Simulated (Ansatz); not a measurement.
`O[SiH2][SiH2][SnH3]` + `OBO` → `OB[O][SnH3]` + `O[SiH2][SiH3]`  (cleavage of the Sn–Si bond)

Computed with Ansatz on PBE0-D4/def2-TZVP structures; ΔE is electronic, products minus reactants. CCSD(T)/CBS adds triple-zeta CCSD(T) − MP2 to the extrapolated MP2 energy (def2 sets, frozen cores). This one scheme is used for every species. DFT in def2-TZVPP. def2 core potentials past Kr. For Sn outer-core shells are correlated without core-valence functions, which leaves a few kJ/mol of doubt a bond. Each species was taken in one conformer, which may not be the lowest.

```tsv
level	ΔE (kJ/mol)
r2SCAN-D4	10.6
HF/def2-QZVPP	-13.9
```

Problem. What does CCSD(T)/CBS give? (An estimate is asked.)

Solution. Ansatz gave: +7.6 kJ/mol. The listed levels differ from it by 3.0, -21.5 kJ/mol.

Largest T1 diagnostic among the species: 0.014.

The D4 term adds +4.1 kJ/mol with B3LYP and +2.6 kJ/mol with PBE0; it sums over pairs of atoms, weighted by their polarisabilities, and B3LYP, whose exchange is more repulsive, gets the larger term. In def2-TZVPP, CCSD(T) changes the Hartree–Fock value by +17.1 kJ/mol (the triples alone add +1.1 kJ/mol) and MP2 by +18.7 kJ/mol.

B3LYP here is the variant with VWN-RPA as its local correlation; programs differ in this.
